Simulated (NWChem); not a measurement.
System meant: InN2H4Cl; SMILES [NH2][In]([NH2])[Cl]

NWChem input:

```
start job
memory heap 200 mb stack 900 mb global 1100 mb
geometry units angstroms noautoz
  In    -0.035044    -0.325776     0.000000
  Cl     0.028824     2.032783     0.000000
  N      0.121314    -1.181869     1.826446
  H     -0.184294    -0.591533     2.596134
  H     -0.293434    -2.103608     1.936195
  N      0.121314    -1.181869    -1.826446
  H     -0.293434    -2.103608    -1.936195
  H     -0.184294    -0.591533    -2.596134
end
basis spherical
  * library def2-svp
end
dft
  xc pbe0
  iterations 150
  mulliken
end
task dft energy
```

End of the output:

```
             Grid Information
             ----------------
          Grid used for XC integration:  medium
          Radial quadrature: Mura-Knowles
          Angular quadrature: Lebedev.
          Tag              B.-S. Rad. Rad. Pts. Rad. Cut. Ang. Pts.
          ---              ---------- --------- --------- ---------
          In                  1.55      123           9.0       590
          Cl                  1.00       88          12.0       590
          N                   0.65       49          11.0       434
          H                   0.35       45          12.0       434
          Grid pruning is: on
          Number of quadrature shells:   350
          Spatial weights used:  Erf1

          Convergence Information
          -----------------------
          Convergence aids based upon iterative change in
          total energy or number of iterations.
          Levelshifting, if invoked, occurs when the
          HOMO/LUMO gap drops below (HL_TOL):  1.00D-02
          DIIS, if invoked, will attempt to extrapolate
          using up to (NFOCK): 10 stored Fock matrices.

                    Damping( 0%)  Levelshifting(0.5)       DIIS
                  --------------- ------------------- ---------------
          dE  on:    start            ASAP                start
          dE off:    2 iters        150 iters           150 iters

      Screening Tolerance Information
      -------------------------------
          Density screening/tol_rho:  1.00D-10
          AO Gaussian exp screening on grid/accAOfunc:  14
          CD Gaussian exp screening on grid/accCDfunc:  20
          XC Gaussian exp screening on grid/accXCfunc:  20
          Schwarz screening/accCoul:  1.00D-08

      Superposition of Atomic Density Guess
      -------------------------------------

      charge =      49.0 In (Indium)

      symmetry species            s     p     d     f
      number of basis functions =10     7     6
      number of cont. functions = 4     4     2
      number of closed shells   = 5     3     2
      number of open shells     = 0     1     0
      open shell occupation     = 0     1     0
 ------------------------------------------------------------------------
 atomscf:atomd: error in atom scf                   0
 ------------------------------------------------------------------------
 ------------------------------------------------------------------------
  current input line :
    21: task dft energy
 ------------------------------------------------------------------------
 ------------------------------------------------------------------------
 This error has not yet been assigned to a category
 ------------------------------------------------------------------------
 For more information see the NWChem manual at https://nwchemgit.github.io

0:atomscf:atomd: error in atom scf:Received an Error in Communication
```

Q: What is wrong, and how is it mended?

A: The program stopped with an error. Cause: the def2 basis of a heavy element holds valence functions alone and wants its effective core potential (without it all electrons must fit into that basis). This input runs:
```
start job
memory heap 200 mb stack 900 mb global 1100 mb
geometry units angstroms noautoz
  In    -0.035044    -0.325776     0.000000
  Cl     0.028824     2.032783     0.000000
  N      0.121314    -1.181869     1.826446
  H     -0.184294    -0.591533     2.596134
  H     -0.293434    -2.103608     1.936195
  N      0.121314    -1.181869    -1.826446
  H     -0.293434    -2.103608    -1.936195
  H     -0.184294    -0.591533    -2.596134
end
basis spherical
  * library def2-svp
end
ecp
  In library def2-ecp
end
dft
  xc pbe0
  iterations 150
  mulliken
end
task dft energy
```
It converges to -761.78881 Ha (PBE0/def2-SVP with def2 effective core potentials on In).
